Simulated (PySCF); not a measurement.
PySCF input file for C3H10FNSi, SMILES CN(C)C[SiH2]F, PBE0/pcSseg-1. Coordinates come from a B3LYP-D3(BJ)/def2-SVP optimisation. The structure was generated by enumeration, and PubChem lists no compound with its InChIKey, so it may never have been made. Other conformers were not sampled.

```python
import numpy as np
from pyscf import gto, scf, dft
from pyscf.prop.nmr import rks as nmr

mol = gto.M(
    atom='''
    C    -2.01950903    1.43253896   -0.11044953
    N    -1.14542051    0.27689258   -0.06441644
    C    -1.84101259   -0.90681146    0.39808901
    C     0.08756278    0.52889925    0.67075120
    Si    1.51910188   -0.58155451    0.15640735
    F     2.00534176   -0.14818773   -1.33986964
    H    -2.38859640    1.74129437    0.89572672
    H    -1.49233273    2.29027898   -0.55582703
    H    -2.89836347    1.21397559   -0.73739758
    H    -2.70875349   -1.11239347   -0.24767140
    H    -2.21122160   -0.80896155    1.44632798
    H    -1.18017865   -1.78519406    0.35926368
    H    -0.05102857    0.50967077    1.78037587
    H     0.43830717    1.55044899    0.43973377
    H     2.66547930   -0.36468239    1.08319890
    H     1.16688302   -2.02499296    0.10596399
    ''',
    basis='pcSseg-1',
    charge=0,
    spin=0,
    max_memory=1600,
    verbose=3,
)
mf = dft.RKS(mol, xc='pbe0')
mf.grids.level = 3
mf.conv_tol = 1e-10
mf.max_cycle = 100
mf.kernel()
n = nmr.NMR(mf)
n.verbose = 2
n.max_cycle_cphf = 60
sigma = n.kernel()
print('atom   isotropic/ppm   span/ppm')
for i, s in enumerate(sigma):
    w = np.linalg.eigvalsh((s + s.T) / 2)
    print(f'{mol.atom_symbol(i):2s}{i + 1:3d} {w.mean():14.3f} {w[2] - w[0]:11.3f}')
```

It prints:

```
converged SCF energy = -563.991296691533
atom   isotropic/ppm   span/ppm
C   1        133.354      79.167
N   2        236.971      68.581
C   3        139.217      72.997
C   4        134.522      64.617
Si  5        351.944     130.301
F   6        398.745      49.767
H   7         29.427       8.671
H   8         28.914      10.936
H   9         28.903      11.026
H  10         28.999      10.982
H  11         29.808       8.641
H  12         28.608      10.881
H  13         29.808       8.608
H  14         29.006       8.945
H  15         26.453       8.431
H  16         26.069       7.369
```

The calculation finished and met its thresholds.
